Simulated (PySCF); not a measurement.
Gas-phase equilibrium of 1 mol NaCl, 62 mol H₂O at 1000 K and 1.00 bar, among 21 species (ClO, O₂, HCl, O, HO₂, H₂O, H, HOCl, Na, H₂O₂, O₃, Na₂, H₂, Na₂(OH)₂, NaCl, NaOH, Cl, Cl₂, Na₂O, Na₂Cl₂, OH). Only gases are allowed; each row takes one source of thermochemistry for all species, and Cantera finds the minimum.

Computed with PySCF and rigid-rotor harmonic-oscillator thermochemistry at 1 bar. The comparison is the NASA 1993 polynomial table, which mixes measured and estimated data. After a fit of one offset per element over all species, the range-separated, M06-2X, PBE0/def2-QZVP and CCSD(T)/def2-TZVPP enthalpies, where run, lie to one side of the table for NaOH (+16 kJ/mol): a fault of the table's entry, another state or a shared error of the levels is possible; this was not checked at source. S°(298 K) at PBE0/def2-TZVP differs from the NASA 1993 table for Na₂(OH)₂ (+8 J/mol/K), NaOH (+8 J/mol/K); whether the harmonic model or the table's entry is off was not settled. † marks an energy on the PBE0/def2-TZVP geometry and frequencies. Open shells (unrestricted) among the columns below: O₂ (multiplicity 3); the rest are closed-shell singlets. The harmonic model lacks anharmonicity and excited electronic states, which grow with temperature; levels with a mode under 35 cm⁻¹ are left out. Soft modes under 120 cm⁻¹ make the harmonic entropy rough for Na₂Cl₂. The table's entry may be an old estimate for Na₂(OH)₂, NaOH, Na₂Cl₂ (not checked at source).

Molecules larger than those listed are left out. Table species left out: NaH, NaO.

With table thermochemistry: H₂O 0.99, Na₂Cl₂ 0.0074, NaCl 0.0011, HCl 1.2e-5, Na₂(OH)₂ 1.2e-7, NaOH 1.2e-5, H₂ 2.5e-7, O₂ 1.2e-7.

Task: How far does the composition move with the other sources (PBE/def2-TZVP†, PBE0/def2-SVP†, r2SCAN/def2-TZVP†, LDA/def2-TZVP†, ωB97M-V/def2-TZVP†)?

Result: 
```tsv
thermochemistry	x H₂O	x Na₂Cl₂	x NaCl	x HCl	x Na₂(OH)₂	x NaOH	x H₂	x O₂
table	0.99	0.0074	0.0011	1.2e-5	1.2e-7	1.2e-5	2.5e-7	1.2e-7
PBE/def2-TZVP†	0.99	0.0073	0.0014	3.2e-5	1.1e-5	1.0e-5	4.4e-6	2.2e-6
PBE0/def2-SVP†	0.99	0.0079	0.00021	1.2e-5	5.6e-6	6.0e-7	4.5e-6	2.3e-6
r2SCAN/def2-TZVP†	0.99	0.0076	0.00085	1.7e-5	5.9e-6	5.8e-6	4.4e-6	2.2e-6
LDA/def2-TZVP†	0.99	0.0077	0.00055	4.2e-5	1.8e-5	4.7e-6	3.0e-7	1.5e-7
ωB97M-V/def2-TZVP†	0.99	0.0076	0.00086	1.8e-5	6.1e-6	5.4e-6	1.0e-6	5.1e-7
```
The most sensitive of these is Na₂(OH)₂: it spans a factor of 10^2.2 over these rows; at this temperature one factor of ten is RT ln 10 = 19 kJ/mol.
